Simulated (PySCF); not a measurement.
SMILES F[Si](F)([CH2][GeH3])F (GFN2-xTB optimised geometry):

```
11

F      0.989    -0.768     0.000
Si    -0.596    -0.768     0.000
F     -1.001    -1.287    -1.445
F     -0.989     0.768     0.000
C     -1.334    -1.717     1.427
Ge    -0.780    -0.915     3.148
H     -2.422    -1.713     1.364
H     -1.014    -2.758     1.397
H      0.704    -0.947     3.293
H     -1.250     0.497     3.247
H     -1.385    -1.699     4.272
```

Level of theory: B3LYP/def2-TZVP run with PySCF.

Question: What are the frontier orbital energies and the dipole moment?

Answer: HOMO-2 -9.71 eV, HOMO-1 -9.63 eV, HOMO -9.26 eV, LUMO -0.04 eV, LUMO+1 0.49 eV; dipole moment 2.81 D.

Meta-Löwdin charges at B3LYP/def2-TZVP: F1 -0.49, Si2 1.65, F3 -0.49, F4 -0.49, C5 -0.69, Ge6 0.39, H7 0.15, H8 0.15, H9 -0.06, H10 -0.06, H11 -0.06.
